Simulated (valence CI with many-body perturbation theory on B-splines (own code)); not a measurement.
# E1 transitions of F V

Level of theory: valence CI with perturbative core correlation (CI+MBPT): three valence electrons over a frozen Dirac-Fock core [He], radial functions for each j: 11 s, 11 p, 9 d, 7 f, 5 g, 2 h, 1 i, with the one-electron correlation potential Σ1, the two-electron term Σ2, the three-electron term Σ3, Breit, model QED; selected CI, second order for the rest, scaled by the run's own slope (own B-spline code, finite nucleus).

Set against measurement, 24 paired levels are off by 90 cm⁻¹ on average, the worst by 220. These come from a selection out of Moore, Atomic Energy Levels, vol. I, NSRDS-NBS 35 (1971 reprint of NBS Circular 467, 1949), an old analysis. Levels without a partner in it may be off by more.

Lines 101 to 150 of 277 in falling wavelength, among levels below 95.930 eV, chosen from the strongest by gf and those to the six lowest levels. Wavelengths and rates use the calculated energies, so an error of 90 cm⁻¹ moves a line at 66.72 nm by 0.06 % and its rate by three times that or more. Electric multipoles are in the length gauge, E1 and E2 with the static RPA response of the core. Weak lines are less certain than strong ones. Lines between different terms over intervals too small for the method are left out, as are lines whose strength nearly cancels. The highest levels of a list are the least certain.

Letters in brackets count levels of one name in rising energy.

```csv
λ vac (nm),λ from measured levels,Upper,Lower,A (s⁻¹),log gf,Branch %
69.38,,2s2 4f 2F°_7/2,2s2 3d 2D_5/2,6.94e+09,0.60,64.8
69.37,,2s2 4f 2F°_5/2,2s2 3d 2D_3/2,6.48e+09,0.45,60.0
67.88,,2s2 4s 2S_1/2,2s2 3p 2P°_3/2,3.25e+09,-0.35,19.2
67.80,,2s2 4s 2S_1/2,2s2 3p 2P°_1/2,1.62e+09,-0.65,9.6
66.72,66.72,2p3 2P°_3/2,2s 2p2 2S_1/2,5.80e+08,-0.81,9.9
65.70,65.73,2s 2p2 2D_5/2,2s2 2p 2P°_3/2,9.22e+08,-0.45,100.0
65.69,65.72,2s 2p2 2D_3/2,2s2 2p 2P°_3/2,1.48e+08,-1.42,15.8
65.37,65.40,2s 2p2 2D_3/2,2s2 2p 2P°_1/2,7.88e+08,-0.69,84.2
64.79,,2p3 2D°_5/2,2s 2p2 2D_5/2,1.79e+09,-0.17,78.0
64.77,,2p3 2D°_3/2,2s 2p2 2D_3/2,1.70e+09,-0.37,74.4
64.76,,2p3 2D°_3/2,2s 2p2 2D_5/2,2.07e+08,-1.28,9.0
56.03,,2s2 4d 2D_3/2,2s2 3p 2P°_3/2,7.34e+08,-0.86,2.2
56.03,,2s2 4d 2D_5/2,2s2 3p 2P°_3/2,4.43e+09,0.10,13.4
55.98,,2s2 4d 2D_3/2,2s2 3p 2P°_1/2,3.69e+09,-0.16,11.2
53.74,,2s 2p 3p 2D_5/2 [b],2s2 3p 2P°_3/2,2.04e+09,-0.28,44.4
53.70,,2s 2p 3p 2D_3/2 [b],2s2 3p 2P°_1/2,1.75e+09,-0.52,38.6
53.16,,2s 2p 3s 2P°_3/2 [b],2s2 3s 2S_1/2,3.36e+09,-0.25,7.5
53.16,,2s 2p 3s 2P°_1/2 [b],2s2 3s 2S_1/2,3.47e+09,-0.53,8.0
53.15,,2s 2p 3p 2P_1/2 [b],2s2 3p 2P°_3/2,1.27e+09,-0.97,7.8
53.11,,2s 2p 3p 2P_3/2 [b],2s2 3p 2P°_3/2,3.31e+09,-0.25,20.4
53.10,,2s 2p 3p 2P_1/2 [b],2s2 3p 2P°_1/2,2.64e+09,-0.65,16.3
53.06,,2s 2p 3p 2P_3/2 [b],2s2 3p 2P°_1/2,5.95e+08,-1.00,3.7
52.60,,2p3 4S°_3/2,2s 2p2 4P_5/2,3.90e+09,-0.19,49.8
52.50,,2p3 4S°_3/2,2s 2p2 4P_3/2,2.62e+09,-0.36,33.4
52.43,,2p3 4S°_3/2,2s 2p2 4P_1/2,1.31e+09,-0.66,16.8
51.61,51.62,2s 2p 3d 2P°_3/2,2s2 3s 2S_1/2,1.18e+09,-0.72,3.4
51.55,51.56,2s 2p 3d 2P°_1/2,2s2 3s 2S_1/2,1.08e+09,-1.06,3.0
51.38,51.41,2p3 2P°_1/2,2s 2p2 2D_3/2,3.55e+09,-0.55,60.5
51.37,51.40,2p3 2P°_3/2,2s 2p2 2D_5/2,3.14e+09,-0.30,53.7
51.26,,2s 2p 3p 2S_1/2 [b],2s2 3p 2P°_3/2,1.66e+09,-0.88,14.6
50.76,50.81,2s 2p2 2S_1/2,2s2 2p 2P°_3/2,2.81e+09,-0.66,63.6
50.57,50.62,2s 2p2 2S_1/2,2s2 2p 2P°_1/2,1.60e+09,-0.91,36.4
48.41,,2s2 4p 2P°_3/2,2s2 3s 2S_1/2,5.68e+08,-1.10,22.3
46.66,46.70,2s 2p2 2P_1/2,2s2 2p 2P°_3/2,3.08e+09,-0.70,34.8
46.56,46.60,2s 2p2 2P_3/2,2s2 2p 2P°_3/2,7.38e+09,-0.02,83.4
46.50,46.54,2s 2p2 2P_1/2,2s2 2p 2P°_1/2,5.75e+09,-0.43,65.1
46.40,46.44,2s 2p2 2P_3/2,2s2 2p 2P°_1/2,1.47e+09,-0.72,16.6
45.25,,2p3 2D°_5/2,2s 2p2 4P_5/2,1.80e+05,-4.48,0.0
45.24,,2p3 2D°_3/2,2s 2p2 4P_5/2,1.07e+04,-5.88,0.0
45.18,,2p3 2D°_5/2,2s 2p2 4P_3/2,5.02e+03,-6.04,0.0
45.17,,2p3 2D°_3/2,2s 2p2 4P_3/2,5.58e+04,-5.17,0.0
45.12,,2p3 2D°_3/2,2s 2p2 4P_1/2,2.64e+03,-6.49,0.0
38.27,,2p3 2P°_3/2,2s 2p2 4P_5/2,4.81e+04,-5.37,0.0
38.22,,2p3 2P°_1/2,2s 2p2 4P_3/2,8.98e+03,-6.41,0.0
38.22,,2p3 2P°_3/2,2s 2p2 4P_3/2,1.28e+05,-4.95,0.0
38.19,,2p3 2P°_1/2,2s 2p2 4P_1/2,5.23e+04,-5.64,0.0
24.24,,2s2 3p 2P°_3/2,2s 2p2 2D_5/2,9.93e+08,-1.46,67.2
22.65,,2s 2p 3s 2P°_3/2 [a],2s 2p2 2S_1/2,3.09e+09,-1.02,20.9
22.40,,2s 2p 3p 2P_3/2 [b],2p3 2D°_5/2,2.45e+09,-1.13,15.1
21.36,,2s 2p 3s 4P°_3/2,2s 2p2 2D_5/2,9.57e+05,-4.58,0.0
```
